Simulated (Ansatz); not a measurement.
Program: Ansatz. Geometries: PBE0-D4/def2-TZVP. ΔE: electronic, gas phase. CCSD(T)/CBS adds triple-zeta CCSD(T) − MP2 to the extrapolated MP2 energy (def2 sets, frozen cores). Functionals use def2-TZVPP. B3LYP here is the variant with VWN-RPA as its local correlation; programs differ in this. Each species was taken in one conformer, which may not be the lowest.

Reaction (cleavage of the Si–Si bond): `[AlH2][SiH]([SiH3])O[SiH3]` + `[OH][Al]([O][SiH3])[O][SiH3]` → `[SiH3][O][Al]([O][SiH3])[O][SiH3]` + `[AlH2][SiH2]O[SiH3]`

```
   level  ΔE (kcal/mol)
B3LYP-D4          -24.7
     PBE          -18.4
```

Question: What does CCSD(T)/CBS give? (Best estimate.)

Answer: Ansatz gave: -24.9 kcal/mol. The listed levels differ from it by 0.2, 6.5 kcal/mol.

Largest T1 diagnostic among the species: 0.013.

From PBE to PBE0 (25 % exact exchange), in def2-TZVPP and without D4, ΔE moves by −2.7 kcal/mol. In def2-TZVPP, CCSD(T) changes the Hartree–Fock value by +8.9 kcal/mol (the triples alone add +1.4 kcal/mol) and MP2 by +7.5 kcal/mol. The D4 term adds +1.3 kcal/mol with B3LYP and +0.7 kcal/mol with PBE0; it sums over pairs of atoms, weighted by their polarisabilities, and B3LYP, whose exchange is more repulsive, gets the larger term.
